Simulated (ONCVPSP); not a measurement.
## Ranking ONCV potentials for Ne (Z = 10)

All share these settings but for the change named:

```json
{
 "Element": "neon",
 "Generator": "ONCVPSP 4.0.1",
 "Type": "optimised norm-conserving Vanderbilt (ONCV)",
 "Functional": "PBE",
 "Relativity": "non-relativistic",
 "Frozen core": "[He]",
 "Valence charge": "8",
 "Reference configuration": "2s2 2p5.5 (charge +0.5)",
 "Partial waves": "2s: rc 0.50 bohr, ncon 3, nbas 8, qcut 10.9 1/bohr, local; 2p: rc 1.30 bohr, ncon 4, nbas 8, qcut 13.2 1/bohr, 2 projectors, debl 2.9 Ha; d scattering state at 0.06 Ha: rc 1.25 bohr, ncon 4, nbas 7, qcut 6.5 1/bohr, 1 projector",
 "Local potential": "the s channel",
 "Core correction": "Teter function, fcfact 5.5, rcfact 1.35"
}
```

Test errors are all-electron minus pseudo excitation energies from the reference, over 2s2 2p6; 2s2 2p5; 2s2 2p4; 2s2 2p3. None of these files shows a bound ghost.

The base gives 582.3 meV.

Of 11 variants that were run, those that failed, showed a ghost or another fault, or gave nearly equal values are left out.

A variant can come out equal or close to the base, since the largest error may sit in a test that the change hardly touches while other tests move.

Question: Rank these variants by their largest absolute test error, smallest first.
A. p: rc 0.9
B. s: ncon 4, nbas 9
C. all radii but the core radius scaled by about 0.85 (s 0.42, p 1.10, d 1.06 bohr)
D. p: qcut 8.1

Answer: A (184.5 meV), C (356.5 meV), B (582.3 meV), D (1398.7 meV).
